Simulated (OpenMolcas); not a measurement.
**Xe⁶⁺: from RASSCF to RASPT2**

| Property | Result |
| --- | --- |
| Program | OpenMolcas |
| Basis | ANO-RCC-VQZP [8s7p5d3f2g] |
| Scalar Hamiltonian | DKH2, point nucleus |
| Active space | 2 electrons in 9 orbitals (RAS2 5s 5p; RAS3 5d, at most 2 electrons) |
| State averaging | 2S+1 = 3 even, 3 roots; 2S+1 = 1 even, 7 roots; 2S+1 = 3 odd, 3 roots; 2S+1 = 1 odd, 3 roots |
| Spin-orbit coupling | state interaction with AMFI integrals over the reference wave functions, term energies averaged over their components |

Methods on the same reference wave functions:
A. RASSCF
B. SS-RASPT2, IPEA 0.25 Eh, imaginary shift 0.1 Eh (closed shells correlated: 4d)
C. MS-RASPT2, IPEA 0.25 Eh, imaginary shift 0.1 Eh (closed shells correlated: 4d)

Energies in cm-1 above 5s2 1S0, the measured ground level; measured values from Saloman, J. Phys. Chem. Ref. Data 33, 765 (2004).

| Level | A | B | C | Measured |
| --- | --- | --- | --- | --- |
| 5s2 1S0 | 0.0 | 0.0 | 0.0 | 0.0 |
| 5s 5p 3P* 0 | 91410 | 97619 | 98152 | 96141 |
| 5s 5p 3P* 1 | 95491 | 101434 | 101968 | 100451 |
| 5s 5p 3P* 2 | 106451 | 112660 | 113193 | 113676 |
| 5s 5p 1P* 1 | 146387 | 141524 | 142058 | 143259 |
| 5p2 3P0 | 223539 | 225965 | 226489 | 223673 |
| 5p2 1D2 [59 %] | 231047 | 237223 | 237756 | 236100 |
| 5p2 3P1 | 232095 | 235025 | 235558 | 234685 |
| 5p2 3P2 [59 %] | 245488 | 249969 | 250502 | 251853 |

Deviations, from unrounded energies. A percentage is the sum of absolute deviations over the sum of measured energies, with the sign that they share, or ± where signs differ.

```json
{"Against measurement": "mean absolute deviation (cm-1)", "Levels": "8", "A": "4300", "B": "1400", "C": "1500"}
{"Against measurement": "other configurations (%)", "Levels": "8", "A": "±2.4", "B": "±0.8", "C": "±0.9"}
```

B lies closest to measurement on these levels and A furthest from it. The largest miss of B in the table is 5p2 3P0, by +2300 cm-1. The ranking rests on the paired levels alone, and a cruder setting can come out closer through cancelling errors.

Between B and C the level of the table that moves most is 5s 5p 1P* 1, by 530 cm-1 (lowest in B, highest in C).

The lowest spin-free term lies below A's lowest term by 0.466 hartree in B, 0.469 hartree in C.

Active for correlation alone: 5d; no level in the range computed is led by a configuration that fills it, so any true level of that kind is missing. Some terms mix strongly with configurations of 5d, whose occupation reaches 0.19 (5p2 1D). Computed and measured levels are paired by configuration, term and J; levels that our copy of the source lacks, or whose pairing is in doubt (as where it misses far off the trend of its configuration), stay unpaired and out of the deviations. Levels of configurations outside the active space are missing. Levels that lie high or do not pair safely by name in every column are left out.

A share in square brackets marks a mixed level and gives the weight of the term that names it, the lowest over the columns. * marks odd parity.
